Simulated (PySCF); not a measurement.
ZnBr4 (charge -2 and singlet state).
Geometry (PBE0-D3(BJ)/def2-SVP, Å), atoms numbered from 1 in this order:
```
atom  x, y, z in Å
Br1   -1.9419   -0.9927   -1.1782
Zn2   -0.0016    0.0076   -0.0074
Br3   -0.3577    2.4416    0.3229
Br4    2.0531   -0.3384   -1.3395
Br5    0.2819   -1.1519    2.1642
```

Computed with PySCF 2.14.0, PBE0-D3(BJ)/def2-SVP geometry optimisation, gas phase.

Question: Which atoms are bound to Zn2, and at what distances?

Answer: 4 atoms: Br4 2.473 Å, Br1 2.477 Å, Br5 2.478 Å, Br3 2.482 Å.

Question: List the angles at Zn2.

Answer: 
```json
{"angle": "Br3–Zn2–Br5", "degrees": "111.0", "distance of the outer atoms (Å)": "4.09"}
{"angle": "Br1–Zn2–Br3", "degrees": "110.3", "distance of the outer atoms (Å)": "4.07"}
{"angle": "Br1–Zn2–Br4", "degrees": "109.9", "distance of the outer atoms (Å)": "4.05"}
{"angle": "Br3–Zn2–Br4", "degrees": "109.2", "distance of the outer atoms (Å)": "4.04"}
{"angle": "Br1–Zn2–Br5", "degrees": "108.4", "distance of the outer atoms (Å)": "4.02"}
{"angle": "Br4–Zn2–Br5", "degrees": "108.2", "distance of the outer atoms (Å)": "4.01"}
```

Question: What is the shape at Zn2?

Answer: Tetrahedral: angles from 108.2° to 111.0°; τ4 = (360° − α − β)/141° = 0.98 with α and β the two widest (0 for a square, 1 for a tetrahedron).

Charge -2, singlet. Whether so highly charged an anion holds all its electrons in the gas phase wasn't checked; a finite basis holds them in any case. The ion is multiply charged and computed without counter-ions or solvent. The geometry's basis has no diffuse functions, a weakness for an anion. PBE0-D3(BJ)/def2-SVP frequencies: not computed here.
